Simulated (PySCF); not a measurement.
Correlation energy of Zn¹³⁺ (zinc, charge +13)

[Ne] 3s2 3p5, 2P determinant. Calculation: PySCF 2.14, in an even-tempered Gaussian basis (19 s from 0.81 bohr⁻², ratio 2.5; 12 p from 1.1 bohr⁻², ratio 2.5; 5 d from 7 bohr⁻², ratio 2.7; 4 f from 11 bohr⁻², ratio 2.7); the spin-free X2C one-electron Hamiltonian (Gaussian nucleus). Frozen: 1s2; 15 electrons correlated; the 22 highest virtual orbitals of each spin left out.

| level | correlation energy (mhartree) |
| --- | --- |
| CCSD | -571.76 |
| (T) | -2.98 |
| CCSD(T) | -574.74 |

Diagnostics: T1 = 0.0018, D1 = 0.0075, largest double amplitude 0.034.

Cost of the coupled-cluster step: of the order of 60 core-seconds, for 15 correlated electrons.

Iterations:

```
CC2 = 0
CCSD nocc = (np.int64(8), np.int64(7)), nmo = (85, 85)
frozen orbitals [[0, 86, 87, 88, 89, 90, 91, 92, 93, 94, 95, 96, 97, 98, 99, 100, 101, 102, 103, 104, 105, 106, 107], [0, 86, 87, 88, 89, 90, 91, 92, 93, 94, 95, 96, 97, 98, 99, 100, 101, 102, 103, 104, 105, 106, 107]]
max_cycle = 100
direct = 0
conv_tol = 1e-08
conv_tol_normt = 1e-06
diis_space = 8
diis_start_cycle = 0
Init t2, MP2 energy = -0.556582878529712
Init E_corr(UCCSD) = -0.556582878530062
cycle = 1  E_corr(UCCSD) = -0.567943630294064  dE = -0.0113607518  norm(t1,t2) = 0.0154915
cycle = 2  E_corr(UCCSD) = -0.570971289918081  dE = -0.00302765962  norm(t1,t2) = 0.00388793
cycle = 3  E_corr(UCCSD) = -0.571778244912616  dE = -0.000806954995  norm(t1,t2) = 0.00113199
cycle = 4  E_corr(UCCSD) = -0.57176652885112  dE = 1.17160615e-05  norm(t1,t2) = 8.35725e-05
cycle = 5  E_corr(UCCSD) = -0.571764144309926  dE = 2.38454119e-06  norm(t1,t2) = 8.1309e-06
cycle = 6  E_corr(UCCSD) = -0.571764610007957  dE = -4.65698031e-07  norm(t1,t2) = 1.70288e-06
cycle = 7  E_corr(UCCSD) = -0.571764586046241  dE = 2.39617164e-08  norm(t1,t2) = 1.218e-07
cycle = 8  E_corr(UCCSD) = -0.571764585630457  dE = 4.15784296e-10  norm(t1,t2) = 1.99242e-08
UCCSD converged
E(UCCSD) = -1719.398107311711  E_corr = -0.5717645856304567
UCCSD(T) correction = -0.0029772307786276
```
